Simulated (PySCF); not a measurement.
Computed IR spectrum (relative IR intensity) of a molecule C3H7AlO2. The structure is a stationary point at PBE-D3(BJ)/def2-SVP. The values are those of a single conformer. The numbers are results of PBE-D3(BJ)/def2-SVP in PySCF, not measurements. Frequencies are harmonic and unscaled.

| ν (cm⁻¹) | relative intensity |
|---|---|
| 193 | 3.3 |
| 214 | 19 |
| 266 | 8.2 |
| 356 | 100 |
| 406 | 18 |
| 524 | 5.4 |
| 593 | 46 |
| 631 | 82 |
| 646 | 50 |
| 687 | 22 |
| 804 | 53 |
| 855 | 22 |
| 910 | 40 |
| 918 | 16 |
| 976 | 2.9 |
| 997 | 7.9 |
| 1043 | 42 |
| 1162 | 13 |
| 1354 | 4.3 |
| 1388 | 3.0 |
| 1648 | 23 |
| 2974 | 2.4 |
| 3057 | 9.4 |
| 3167 | 5.2 |
| 3771 | 22 |
| 3805 | 36 |

Q: Which molecule gave these data?
A) [CH3][AlH][O]C(C)=O
B) C=C[CH2][Al]([OH])[OH]
C) C=[CH][Al]([OH])[O]C

A: B, C=C[CH2][Al]([OH])[OH]
